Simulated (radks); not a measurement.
Question: Te17+, 35 electrons, occupied as [Ar] 3d10 4s2 4p5. Method: Dirac Kohn-Sham, exchange-only PBE, spin-unpolarised, spherical densities, finite nucleus; open shells fill j = l - 1/2 first; Fermi nuclear charge, rms radius 4.7423 fm; computed with a radial shooting solver on a logarithmic mesh with Libxc functionals.

Spin-orbit splittings of the eigenvalues, e(l+1/2) - e(l-1/2), with zeta = 2 splitting/(2l+1) and mean radii in bohr:

| shell | occ. | splitting (eV) | zeta (eV) | <r> j=l-1/2 | <r> j=l+1/2 |
|---|---|---|---|---|---|
| 2p | 6 | 274.8 | 183.2 | 0.1007 | 0.1063 |
| 3p | 6 | ? | ? | 0.3096 | 0.3207 |
| 3d | 10 | 11.03 | 4.414 | 0.2905 | 0.2939 |
| 4p | 5 | 12.96 | 8.637 | 0.7148 | 0.7332 |

Estimate the 3p splitting.

Answer: 52.15 eV (zeta = 34.77 eV).
